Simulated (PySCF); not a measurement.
Compound: C7H9N.
Cartesian coordinates in Å at the GFN2-xTB level; atoms count from 1:
```
atom  x, y, z in Å
C1     2.246   -0.089    0.576
C2     1.391   -0.291   -0.677
C3    -0.058   -0.075   -0.354
C4    -0.636    1.186   -0.441
C5    -1.968    1.340   -0.096
N6    -2.733    0.345    0.320
C7    -2.185   -0.855    0.411
C8    -0.863   -1.118    0.090
H9     3.297   -0.247    0.346
H10    2.121    0.920    0.961
H11    1.951   -0.792    1.353
H12    1.707    0.415   -1.448
H13    1.539   -1.304   -1.056
H14   -0.055    2.033   -0.777
H15   -2.452    2.306   -0.155
H16   -2.843   -1.642    0.757
H17   -0.467   -2.118    0.181
```

Computed with TDDFT wB97X-D/def2-SVPD, vertical, gas phase, core orbitals frozen in the response (PySCF).

Transition dipole moments from the ground state, in atomic units and in the frame of the coordinates above (overall signs are arbitrary), for the states with f of 0.002 or more among the lowest 7:

```csv
state,E (eV),μx,μy,μz
S1,5.147,0.061,0.037,0.183
S3,5.684,0.039,0.403,-0.093
S5,7.249,0.149,1.431,-0.332
S6,7.301,-1.993,0.280,0.334
S7,7.709,-0.408,0.064,0.108
```

Problem. What oscillator strength does each state have?

Solution. f = (2/3) ΔE |μ|² with ΔE in hartree (27.2114 eV).

| state | \|μ\|² (au) | \|μ\| (D) | f |
| --- | --- | --- | --- |
| S1 | 0.038 | 0.50 | 0.005 |
| S3 | 0.173 | 1.06 | 0.024 |
| S5 | 2.181 | 3.75 | 0.387 |
| S6 | 4.163 | 5.19 | 0.745 |
| S7 | 0.183 | 1.09 | 0.034 |

Problem. What is the point group, and which symmetry does each of these states have?

Solution. Cs. From a totally symmetric ground state, an allowed state transforms like the component of the dipole operator along its μ. Polarised normal to the mirror plane, so A″: S3 and S5. Polarised in the mirror plane, so A′: S1, S6 and S7.

Problem. What angle do the transition dipoles of S3 and S6 make?

Solution. |cos θ| = |μa·μb| / (|μa| |μb|) = 0.00, so θ ≈ 90° (taken between 0 and 90°, since the signs are arbitrary).

Problem. How is the summed strength of these states shared among x, y and z?

Solution. (2/3) Σ ΔE μα² gives 0.747 for x, 0.401 for y and 0.047 for z, 1.195 in all.

Problem. What peak molar absorption coefficient would the strongest computed level give as a lone Gaussian band 0.3 eV wide at half height?

Solution. ε(max) = 2.175×10⁸ f / FWHM, with the width in cm⁻¹. S6: 2.175×10⁸ × 0.7448 / 2420 ≈ 67000 L mol⁻¹ cm⁻¹.

One conformer stands for the species.
